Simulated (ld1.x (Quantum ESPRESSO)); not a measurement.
Before and after: TM potential for tin (Sn)

tin (Sn), norm-conserving Troullier–Martins (Kleinman–Bylander form), made with ld1.x (Quantum ESPRESSO) 7.5 (revPBE, scalar-relativistic). Core [Kr] 4d10, reference 5s2 5p2. Waves: 5p (bound): rc 2.20 bohr; 5d channel at 0.35 Ry: rc 1.95 bohr; 5s (bound): rc 1.60 bohr. Local part: the s channel. Core correction: a·sin(br)/r model core inside 1.05 bohr.

Change: all radii but the core radius scaled by about 1.13 (s 1.80, p 2.48, d 2.20 bohr).

Cutoffs: the cutoffs (Ry, on a coarse ladder) from which the occupation-weighted sum of valence levels, in a spherical-Bessel basis at the reference potential, stays within 10 and 1 mRy of its value at 400 Ry; they do not see the model core or the augmentation charge, which bear on the density cutoff. Errors are all-electron minus pseudo energies relative to the spin-unpolarised reference configuration.

Q: Predict the effect on cutoff, ghosts and configuration errors.

A: The potential gets softer (35 Ry and 90 Ry → 21 Ry and 45 Ry); both files keep a bound ghost (d); of the 7 tests that both files solve, the error grows in 0 and shrinks in 1 by more than 15 % and 0.3 meV (median size 41.9 → 39.6 meV). A larger radius leaves more room for a smooth pseudo-wave, so fewer plane waves are needed.

```tsv
quantity	base	changed
cutoff, loose	35 Ry	21 Ry
cutoff, tight	90 Ry	45 Ry
loose cutoff by channel (10 mRy a level)	p 8 Ry, s 30 Ry	p 6 Ry, s 15 Ry
bound ghosts	d	d
error for 5s2 5p1, meV [ΔE 6.81 eV]	-8.4	-8.5
error for 5s2 5p0, meV [ΔE 20.65 eV]	-63	-67
error for 5s1 5p0, meV [ΔE 51.45 eV]	-341	-353
error for 5s2 5p2.3, meV [ΔE -0.83 eV]	+0.1	+0.1
error for 5s1 5p2, meV [ΔE 14.44 eV]	-42	-40
error for 5s0 5p4, meV [ΔE 14.13 eV]	-87	-71
error for 5s1 5p3, meV [ΔE 6.96 eV]	-21	-18
```

 A true bound ghost makes a file unfit for plane-wave use even where its test errors are small: the radial tests pick states by their node count and pass the ghost by.
